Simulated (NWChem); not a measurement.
System: CH2NS, doublet; SMILES N[C]=S

NWChem input:

```
start job
memory heap 200 mb stack 900 mb global 1100 mb
geometry units angstroms noautosym nocenter noautoz
  N      0.147998     1.585452     0.000000
  C     -0.426398     0.405154     0.000000
  S      0.039413    -1.121665     0.000000
  H      1.162338     1.702191     0.000000
  H     -0.410875     2.431046     0.000000
end
basis spherical
  N library iglo-ii
  C library iglo-ii
  S library iglo-ii
  H library iglo-ii
end
dft
  odft
  mult 2
  xc xctpssh
  iterations 150
end
property
  hyperfine
end
task dft property
```

In the optimisation the excess spin sits in a' (Cs, its own frame). Geometry: optimised at PBE0/def2-SVP, spin-unrestricted. No stability test was run on the SCF state.

Fermi-contact couplings, non-relativistic, static geometry.

Atoms are numbered as in the input.

Q: What results follow from this input? (TPSSh/IGLO-II, spin-unrestricted, contact and dipolar terms.) Quantities: A(iso) 14N atom 1 (MHz); A(iso) 13C atom 2 (MHz); A(iso) 33S atom 3 (MHz); A(iso) 1H atom 4 (MHz); A(iso) 1H atom 5 (MHz); <S²>.

A: 
```json
{
 "A(iso) 14N atom 1 (MHz)": "35.6",
 "A(iso) 13C atom 2 (MHz)": "306",
 "A(iso) 33S atom 3 (MHz)": "17.4",
 "A(iso) 1H atom 4 (MHz)": "105",
 "A(iso) 1H atom 5 (MHz)": "22.2",
 "<S²>": "0.755"
}
```
